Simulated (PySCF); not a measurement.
# Ge(21+): ionisation energy

Ge(21+) [Ne] 3s1 (2S) → Ge(22+) [Ne] (1S), as a difference of total energies. All numbers are calculated (PySCF 2.14, no relativity, point nucleus, in an uncontracted even-tempered set (16 s from 2.1 bohr⁻², ratio 2.5; 10 p from 2.7 bohr⁻², ratio 2.5; 5 d from 10 bohr⁻², ratio 2.7; 4 f from 16 bohr⁻², ratio 2.7)). Correlated levels: outer shells: 1s2 frozen; virtual orbitals above 40 to 60 times the deepest correlated orbital energy dropped. The calculations carry no spin-orbit coupling.

| method | ionisation energy (eV) |
| --- | --- |
| UHF | 869.04 |
| LDA | 871.05 |
| PBE | 872.17 |
| PBE0 | 871.49 |
| r2SCAN | 868.95 |
| M06-L | 867.42 |
| B2PLYP | 871.34 |
| MP2 (outer shells) | 869.66 |
| SCS-MP2 (outer shells) | 869.55 |

Question: How much does correlation contribute at MP2 (outer shells)?

Answer: 869.66 − (869.04) = 0.62 eV, measured against UHF.

The gap to the reference is mostly relativistic.

For comparison: 880.44 eV (semi-empirical (NIST evaluation); NIST Atomic Spectra Database, ionization energies).
